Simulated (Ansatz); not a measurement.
Ideal-gas functions of CH4MgOS (`C[S][Mg][OH]`) at 400 K and 1 bar, from an Ansatz frequency run at PBE0-D4/def2-TZVP.

Molar mass 88.41 g/mol, point group C1 (symmetry number 1), electronic degeneracy 1, moments of inertia 34.336, 270.327, 301.403 u Å². Harmonic wavenumbers (cm⁻¹, unscaled): 53, 79, 80, 124, 142, 183, 380, 719, 820, 960, 974, 1349, 1476, 1479, 3061, 3145, 3148, 4079.

Use S(trans) = R[1.5 ln M + 2.5 ln T − 1.1517]; rotational temperatures θ = 24.2544 K / I; S(rot) = R[ln(√π/σ · √(T³/θAθBθC)) + 1.5]; for each mode x = 1.438777 ν̃/T, S = R[x/(eˣ − 1) − ln(1 − e⁻ˣ)] and H = RT x/(eˣ − 1); 1 cm⁻¹ = 0.0119627 kJ/mol; R = 8.31446 J/(mol·K).

Task: By hand: the entropy, in J/(mol·K).

Result: Translation 170.9. Rotation: θ = 0.7064, 0.0897, 0.0805 K, giving 113.9. Vibration, mode by mode: 22.11, 18.80, 18.70, 15.10, 13.99, 11.94, 6.33, 2.40, 1.80, 1.21, 1.16, 0.38, 0.26, 0.26, 0.00, 0.00, 0.00, 0.00, in all 114.4. Electronic 0.0. Sum 399.2 J/(mol·K).

Task: By hand: H − E and G − E in kJ/mol, counted from the electronic energy.

Result: Zero-point energy ½ × 22251 × 0.0119627 = 133.1; thermal vibration 20.1; translation, rotation and pV give 4 RT = 13.3. H − E = 166.5 kJ/mol, and G − E = 166.5 − 400 × 399.2/1000 = 6.8 kJ/mol.

Vibration gives 29 % of the entropy, 88.7 J/(mol·K) of it from the modes under 150 cm⁻¹: soft modes count most, and the harmonic formula is weakest for them. The sum counts one conformer and one mirror image; others add a mixing term.
